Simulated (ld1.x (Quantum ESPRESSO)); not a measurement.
# Transferability test, TM potential for beryllium

ld1.x (Quantum ESPRESSO) 7.5 input, shortened:

```
&input
   title='Be', zed=4., rel=1, dft='BP', iswitch=3,
   config='[He] 2s1.75 2p0.25'
 /
 &inputp
   pseudotype=2, tm=.true., lloc=-1, rcloc=1.60,
   nlcc=.true., rcore=0.80
 /
2
2S  1  0   1.75   0.00  1.50  1.50  0.0
2P  2  1   0.25   0.00  4.20  4.20  0.0
 &test
   configts(1)='2s1.75 2p0.25'
 /
```

Energies are relative to the spin-unpolarised reference configuration 2s1.75 2p0.25; without spin polarisation the order of configurations can differ from experiment. The frozen-core shift is the all-electron ΔE with the core orbitals held at their reference shape minus the fully relaxed ΔE.

```
valence configuration  charge  ΔE all-electron (eV)  error AE − PS (meV)  frozen-core shift (meV)
              2s1 2p0      +1                 8.735                  +27                     +1.5
            2s1.5 2p0    +0.5                 2.902                 +9.2                     +0.1
              2s0 2p2       0                 6.375                  -74                     +1.3
              2s1 2p1       0                 2.724                  -13                     +0.2
              2s0 2p1      +1                12.687                 -155                     +2.9
```

Question: What are ΔE and the potential's error for 2s2 2p0?

Answer: ΔE = -0.905 eV all-electron; the error (AE − PS) is -1.5 meV.

Levels in the configuration 2s1 2p1:

```json
{"level": "2s", "all-electron (eV)": "-6.272", "pseudo (eV)": "-6.328"}
{"level": "2p", "all-electron (eV)": "-2.631", "pseudo (eV)": "-2.651"}
```
